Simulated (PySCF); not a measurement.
## Shifts of the heteroatoms

Molfile (atoms numbered from 1):
```
CH10N2OSi2
     RDKit          3D

 16 15  0  0  0  0  0  0  0  0999 V2000
    1.6859    1.4255   -0.6082 C   0  0  0  0  0  0  0  0  0  0  0  0
    0.7605    1.1268    0.3913 O   0  0  0  0  0  0  0  0  0  0  0  0
   -0.1994   -0.2015    0.4814 Si  0  0  0  0  0  4  0  0  0  0  0  0
    0.8660   -1.5670    0.5685 N   0  0  0  0  0  0  0  0  0  0  0  0
   -1.1351   -0.0167    1.9271 N   0  0  0  0  0  0  0  0  0  0  0  0
   -1.5823   -0.4673   -1.3275 Si  0  0  0  0  0  4  0  0  0  0  0  0
    2.4336    0.6338   -0.6979 H   0  0  0  0  0  0  0  0  0  0  0  0
    1.1872    1.5448   -1.5744 H   0  0  0  0  0  0  0  0  0  0  0  0
    2.1804    2.3609   -0.3408 H   0  0  0  0  0  0  0  0  0  0  0  0
    1.6845   -1.4957    1.1543 H   0  0  0  0  0  0  0  0  0  0  0  0
    0.4589   -2.4807    0.6772 H   0  0  0  0  0  0  0  0  0  0  0  0
   -0.6393    0.0994    2.7980 H   0  0  0  0  0  0  0  0  0  0  0  0
   -1.9101    0.6257    1.9094 H   0  0  0  0  0  0  0  0  0  0  0  0
   -0.8773   -0.4122   -2.6175 H   0  0  0  0  0  0  0  0  0  0  0  0
   -2.3065   -1.7426   -1.3272 H   0  0  0  0  0  0  0  0  0  0  0  0
   -2.6148    0.5757   -1.4249 H   0  0  0  0  0  0  0  0  0  0  0  0
  1  2  1  0
  2  3  1  0
  3  4  1  0
  3  5  1  0
  3  6  1  0
  1  7  1  0
  1  8  1  0
  1  9  1  0
  4 10  1  0
  4 11  1  0
  5 12  1  0
  5 13  1  0
  6 14  1  0
  6 15  1  0
  6 16  1  0
M  END
```

Level of theory: PBE0/pcSseg-1 with gauge-including orbitals, geometry from GFN2-xTB, in PySCF 2.14.0 with density-fitted response routines (equivalent nuclei averaged, no solvent, relativity neglected, one conformer).

Problem. Predict the ²⁹Si NMR data.

Solution. 
| atoms | environment | σ (ppm) | δ (ppm) |
| --- | --- | --- | --- |
| Si3 | silicon bonded to 2 N, O, Si | 368.7 | -23.1 |
| Si6 | silicon bonded to Si, 3 H | 484.9 | -118.6 |

Shieldings were converted by a linear fit to measured shifts: ²⁹Si (scatter 8.9 ppm rms, 25.8 ppm with the 6 outliers that the fit left out vs TMS, solution or neat liquid). A few per cent of atoms miss by over 2 rms, more outside the fitted compound classes.

On a 300 MHz spectrometer ²⁹Si resonates near 59.6 MHz, so 1 ppm is 59.6 Hz.

Problem. Predict the ¹⁵N NMR data.

Solution. 
```json
{"atoms": "N4/N5", "environment": "nitrogen bonded to Si, 2 H", "σ (ppm)": "231.4", "δ (ppm)": "-361.3"}
```

Shieldings were converted by a linear fit to measured shifts: ¹⁵N: δ = -148.07 − 0.921σ (rms 6.3 ppm, 71 shifts vs CH3NO2, solution or neat liquid). A few per cent of atoms miss by over 2 rms, more outside the fitted compound classes.

On a 300 MHz spectrometer ¹⁵N resonates near 30.4 MHz, so 1 ppm is 30.4 Hz.

Problem. What are the ¹⁷O shifts?

Solution. 
| atoms | environment | σ (ppm) | δ (ppm) |
| --- | --- | --- | --- |
| O2 | oxygen bonded to C, Si | 297.2 | -4.0 |

Shieldings were converted by a linear fit to measured shifts: ¹⁷O: δ = 266.70 − 0.911σ (rms 10.7 ppm, 155 shifts, 12.2 ppm with the 3 outliers that the fit left out vs liquid water, solution or neat liquid). Occasional misses reach two or three times the rms, and more in compound classes unlike the fitted ones.

On a 500 MHz spectrometer ¹⁷O resonates near 67.8 MHz, so 1 ppm is 67.8 Hz.
